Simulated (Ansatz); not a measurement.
Zn2O2, relaxed as a singlet with RKS PBE0-D4/def2-SVP in Ansatz, starting from the GFN1-xTB geometry. Force threshold 0.02 eV/Å.

The structure holds one bond between oxygen atoms, so isomers without such links may lie far lower. The restricted singlet is unstable towards broken spin symmetry at other levels; at PBE0-D4/def2-SVP this wasn't settled. At PBE0-D4/def2-SVP a triplet of charge 0 lies 0.34 eV below the restricted singlet, each at its own geometry. The structure comes from a short search, and lower isomers may exist.

Start:

Cartesian coordinates in Å:
```
Zn -0.5252 -1.3877 -0.4814
Zn -1.3749 0.7038 0.2190
O 1.1867 -0.2409 -0.0635
O 0.7134 0.9248 0.3260
```

Problem. Estimate the energy that the relaxation releases and the steps that it takes.

Solution. 17.9 kJ/mol, in 6 steps; 19 s on 2 threads of Arm Neoverse V1 on a shared host. No frequencies were taken in this run, so the end may be a saddle point.

Problem. Does the start keep its bonding and symmetry?

Solution. By distances, no bond broke or formed. The bond that changes most is Zn2–O4, from 2.10 to 1.95 Å (atoms count from 1). Point group C2v at the start, C2v at the end, both within 0.05 Å.

Problem. Predict the relaxed structure.

Solution. 
Cartesian coordinates in Å:
```
Zn -0.4345 -1.3955 -0.4825
Zn -1.3127 0.7666 0.2412
O 1.1206 -0.2937 -0.0829
O 0.6266 0.9226 0.3242
```
Bond lengths (bridged metal pairs left out): 2 × O–Zn 1.95 Å; 1 × Zn–Zn 2.44 Å; 1 × O–O 1.37 Å.
